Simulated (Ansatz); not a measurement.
Reactions of C$_{2}$H$_{4}$ClFSi (`FC1[SiH2]C1Cl`).

Computed with Ansatz on PBE0-D4/def2-TZVP structures; ΔE is electronic, products minus reactants. CCSD(T)/CBS is the MP2 limit (def2-TZVPP, def2-QZVPP) plus CCSD(T) − MP2 in def2-TZVPP, frozen cores. This one scheme is used for every species, atoms too. No spin–orbit coupling; open shells (•) take unrestricted orbitals. Spin–orbit coupling would lower the free atoms: a little for C, Cl, F, Si.

```
                                                        reaction  CCSD/CBS(def2) (kJ/mol)  CCSD(T)/CBS(def2) (kJ/mol)
`F[C@H]1[SiH2][C@@H]1Cl` + HCl → `Cl[C@@H]1[SiH2][C@H]1Cl` + H–F                      -37                         -40
            `F[C@H]1[SiH2][C@@H]1Cl` + H₂ → `ClC1C[SiH2]1` + H–F                     -134                        -131
  `F[C@H]1[SiH2][C@@H]1Cl` + H–F → `F[C@H]1[SiH2][C@@H]1F` + HCl                       37                          39
         `F[C@H]1[SiH2][C@@H]1Cl` → 2 C• + Cl• + F• + 4 H• + Si•                     3050                        3109
             `F[C@H]1[SiH2][C@@H]1Cl` + H₂ → `FC1C[SiH2]1` + HCl                      -97                         -91
```

Largest T1 diagnostic: 0.013, for `F[C@H]1[SiH2][C@@H]1F`.
